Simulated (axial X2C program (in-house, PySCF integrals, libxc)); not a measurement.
**Which molecule has these constants?**

Computed with an in-house all-electron X2C program for linear molecules (integrals from PySCF), spin-free (one-electron X2C) or two-component (2c: spin–orbit coupling with atomic mean-field Coulomb and Gaunt terms, which also bring small scalar terms), in Dyall basis sets with cores contracted in-house; open shells are unrestricted.

A two-component CCSD(T) calculation in a Dyall 3-zeta basis gave Re = 3.172 Å, ωe = 113.5 cm⁻¹, De = 0.08 eV, Ω = 1/2.

Problem. Which molecule is it?
A. LiCd
B. LiI
C. LiRb
D. LiPd
E. LiMo

Solution. A. The others have LiI 2.424 Å and 484.6 cm⁻¹ (Ω = 0); LiRb 3.491 Å and 196.0 cm⁻¹ (Ω = 0); LiMo 2.697 Å and 312.4 cm⁻¹ (Ω = 5/2); LiPd 2.231 Å and 430.7 cm⁻¹ (Ω = 1/2).

Frozen shells (counts by l): LiCd Cd 4s3p1d, Li 1s, 13 electrons correlated; LiI I 4s3p2d, Li 1s, 8 electrons correlated; LiRb Rb 3s2p1d, Li 1s, 10 electrons correlated; LiMo Mo 3s2p1d, Li 1s, 15 electrons correlated; LiPd Pd 4s3p1d, Li 1s, 11 electrons correlated. Coupled cluster in natural virtuals with an MP2 remainder. Where the outer core of a metal is frozen, bonds come out longer and ionisation energies lower.

Each entry is the lowest single determinant of a limited PBE0 search at one distance. De goes to single-determinant-based atoms at the same level (for ions the charge split of lowest energy) and is withheld (n/a) where an atom does not fit its ground term or J level. Main or longest-lived isotopes. One determinant is a doubtful description, or other states lie close, for LiMo, LiPd; these need not be ground states, and all values refer to the states named. With several unpaired electrons the Ω given is that of one determinant, not necessarily of the lowest component.
